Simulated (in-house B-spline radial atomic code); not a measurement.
Successive ionisation energies of silicon; each step leads to the configuration of the next row (after the last: [He] 2s2 2p4). NIST's values go from ground level to ground level; the uncertainty of those that are theory runs from under 0.1 % in few-electron ions to several per cent in heavy many-electron ones. Computed with a B-spline radial code for spherical atoms: non-relativistic Hartree-Fock, average of the configuration, point nuclei.

```json
{"ion": "Si", "configuration": "[Ne] 3s2 3p2", "ionisation energy (eV)": "7.12", "tabulated value (eV)": "8.15168", "computed minus tabulated (eV)": "-1.04", "highest orbital": "3p", "largest mean radius (bohr)": "2.7877"}
{"ion": "Si+", "configuration": "[Ne] 3s2 3p1", "ionisation energy (eV)": "?", "tabulated value (eV)": "?", "computed minus tabulated (eV)": "?", "highest orbital": "?", "largest mean radius (bohr)": "?"}
{"ion": "Si2+", "configuration": "[Ne] 3s2", "ionisation energy (eV)": "31.96", "tabulated value (eV)": "33.493", "computed minus tabulated (eV)": "-1.53", "highest orbital": "3s", "largest mean radius (bohr)": "1.9863"}
{"ion": "Si3+", "configuration": "[Ne] 3s1", "ionisation energy (eV)": "?", "tabulated value (eV)": "?", "computed minus tabulated (eV)": "?", "highest orbital": "?", "largest mean radius (bohr)": "?"}
{"ion": "Si4+", "configuration": "[He] 2s2 2p6", "ionisation energy (eV)": "165.42", "tabulated value (eV)": "166.767", "computed minus tabulated (eV)": "-1.35", "highest orbital": "2p", "largest mean radius (bohr)": "0.56149"}
{"ion": "Si5+", "configuration": "[He] 2s2 2p5", "ionisation energy (eV)": "206.59", "tabulated value (eV)": "205.279", "computed minus tabulated (eV)": "1.31", "highest orbital": "2p", "largest mean radius (bohr)": "0.54688"}
```

(1) Fill in the row of Si+.

(2) Fill in the row of Si3+.

(3) Where is the largest jump?

(4) How far is this level of theory from the measured and semi-empirical values?

Answers

(1) ionisation energy (eV): 15.71; tabulated value (eV): 16.34585; computed minus tabulated (eV): -0.64; highest orbital: 3p; largest mean radius (bohr): 2.4701.

(2) ionisation energy (eV): 44.64; tabulated value (eV): 45.14179; computed minus tabulated (eV): -0.50; highest orbital: 3s; largest mean radius (bohr): 1.8702.

(3) From Si3+ to Si4+, by a factor of 3.71 (44.641 to 165.42 eV); the highest orbital goes from 3s to 2p.

(4) Over those 6 rows the differences run from -1.53 to +1.31 eV (mean absolute value 1.1 eV). The calculation leaves out relativity, correlation and, in open shells, the multiplet splittings that an average leaves out.
